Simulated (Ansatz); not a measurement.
Cl2H6N2Si2, SMILES `N[SiH2][Si](N)(Cl)Cl`, relaxed with RKS PBE0-D4/def2-TZVP in Ansatz from a GFN2-xTB geometry. The force threshold is 0.005 eV/Å; the program also tests the step.

Charge 0, multiplicity 1.

Start:

```xyz
12

N    -0.065   -1.156    1.803
Si    0.247    0.435    1.232
Si    0.431    0.233   -1.063
N    -0.993    0.370   -2.026
Cl    1.186   -1.581   -1.611
Cl    1.631    1.685   -1.838
H    -0.256   -1.312    2.780
H     0.455   -1.933    1.427
H     1.412    1.114    1.830
H    -0.939    1.203    1.633
H    -1.395    1.276   -2.204
H    -1.713   -0.332   -1.964
```

```tsv
step	energy (eV)	largest force (eV/Å)	largest move (Å)
1	-43867.5241	1.295	0.000
2	-43867.5820	0.403	0.169
3	-43867.6189	0.436	0.078
4 (rejected)	-43867.6166	0.699	0.192
5	-43867.6323	0.074	0.092
6	-43867.6368	0.090	0.100
7	-43867.6392	0.145	0.085
8	-43867.6411	0.111	0.033
9	-43867.6429	0.060	0.097
10	-43867.6442	0.053	0.033
11	-43867.6448	0.036	0.015
13	-43867.6451	0.147	0.003
15	-43867.6476	0.041	0.084
17	-43867.6497	0.092	0.049
19	-43867.6545	0.470	0.074
21	-43867.6760	0.145	0.169
23	-43867.6817	0.086	0.068
25	-43867.6853	0.199	0.083
27	-43867.6868	0.014	0.015
29	-43867.6871	0.019	0.016
31	-43867.6872	0.013	0.003
33	-43867.6872	0.005	0.005
35	-43867.6872	0.011	0.005
37	-43867.6872	0.002	0.002
```

End:

```xyz
12

N    -0.288   -1.152    1.658
Si    0.355    0.398    1.260
Si    0.439    0.416   -1.071
N    -1.113    0.374   -1.753
Cl    1.616   -1.223   -1.587
Cl    1.392    2.055   -1.859
H    -0.656   -1.316    2.581
H     0.186   -1.973    1.313
H     1.716    0.717    1.786
H    -0.589    1.424    1.776
H    -1.259    0.537   -2.737
H    -1.800   -0.256   -1.366
```

It took 2.1 min on 2 threads of an AMD EPYC 7R13 on a shared host and a share of an NVIDIA H100 80 GB, with 0.89 GiB of host memory at the peak.
